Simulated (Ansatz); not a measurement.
`N=CN=CN` and `N/C=N/[SiH2]N` differ in one atom or group.

Ansatz, PBE0-D4/def2-TZVP geometries, multiplicity 1. Each molecule was computed in one conformer, which needn't be the lowest.

| property | `N=CN=CN` |
| --- | --- |
| LUMO energy (ωB97M-V/def2-TZVPP) / eV | 1.72 |
| size of the dipole moment (PBE/def2-TZVPP) / D | 5.83 |
| HOMO–LUMO gap (ωB97M-V/def2-TZVPP) / eV | 10.85 |
| LUMO energy (B3LYP/def2-TZVPP) / eV | -0.70 |
| HOMO energy (ωB97M-V/def2-TZVPP) / eV | -9.13 |
| HOMO–LUMO gap (B3LYP/def2-TZVPP) / eV | 6.08 |

(1) What does the change do to each property? (An estimate is asked.)

## Answers

(1) Ansatz gave: 
| property | `N/C=N/[SiH2]N` | shift |
| --- | --- | --- |
| LUMO energy (ωB97M-V/def2-TZVPP) / eV | 2.36 | 0.64 |
| size of the dipole moment (PBE/def2-TZVPP) / D | 3.33 | -2.50 |
| HOMO–LUMO gap (ωB97M-V/def2-TZVPP) / eV | 11.47 | 0.62 |
| LUMO energy (B3LYP/def2-TZVPP) / eV | 0.21 | 0.91 |
| HOMO energy (ωB97M-V/def2-TZVPP) / eV | -9.11 | 0.02 |
| HOMO–LUMO gap (B3LYP/def2-TZVPP) / eV | 6.80 | 0.72 |

With PBE0 the HOMO rises by 0.19 eV and the LUMO rises by 0.93 eV, so the gap widens by about 0.74 eV. PBE moves the HOMO by 0.44 eV and ωB97M-V by 0.02 eV. Dipoles are sizes alone; their direction can turn.

B3LYP here is the variant with VWN-RPA as its local correlation; programs differ in this.
